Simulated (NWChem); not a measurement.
**Spin states of Sb (+1)**

```xyz
1

Sb     0.0000     0.0000     0.0000
```
Charge +1, spin multiplicity 3.

The numbers come from NWChem runs, not from measurements.

Basis set: def2-TZVP. The gap is E(triplet) − E(singlet), so a negative value puts the higher spin lower. Open shells are unrestricted, and the singlet is the closed-shell solution. The triplet is the single determinant that the SCF runs reached, with unpaired electrons in orbitals of symmetry b2u and b3u (D2h labels); it need not be the lowest triplet, which in molecules with degenerate π orbitals can need several determinants. Where the lowest singlet needs several determinants, the single determinant used here isn't a pure state and places it wrongly.

Effective core potentials replace the inner electrons of Sb; spin-orbit coupling is left out. The correlated methods keep 4 core orbitals frozen. B3LYP has NWChem's definition, with VWN1-RPA local correlation. No SCF solution was tested for a lower state. Open-shell Hartree-Fock references start from PBE0 orbitals.

Problem. One of these methods gave a vertical singlet-triplet gap of -28.6 kcal/mol. Which?
A) B3LYP
B) MP2
C) HF

Solution. A, B3LYP. The others give -41.7 (HF), -33.0 (MP2).
